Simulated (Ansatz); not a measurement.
CoO (charge +1): shapes and states compared

Computed with Ansatz's Gaussian-basis code (development build). Basis cc-pwCVTZ-DK on Co, cc-pVTZ-DK on O, scalar X2C without spin–orbit coupling, 6 orbitals frozen in the corrections; active space CAS(12,9). Restricted Hartree–Fock, then the lowest state-specific CASSCF solution met for each case. Coupled cluster stands on the determinant that it favours, not always the lowest RHF. Single-reference values can break down or jump between states where bonds are stretched. Solutions in different active orbitals can move differences by tenths of an eV and at times more than 1 eV.

Case A, triplet: bond length 1.6290 Å.

Case B, quintet: the shape of A.

Energy less that of case A, in eV:

| case | RHF/ROHF | CASSCF | CCSD(T) |
| --- | --- | --- | --- |
| B | -2.357 | -0.707 | -1.160 |

Question: What does SC-NEVPT2 give for these differences?

Answer: B: -1.064 eV (-24.5 kcal/mol).

Question: Which case is lowest, and do the methods agree?

Answer: B is lowest in SC-NEVPT2. Of the methods shown, RHF/ROHF, CASSCF, CCSD(T) agree.
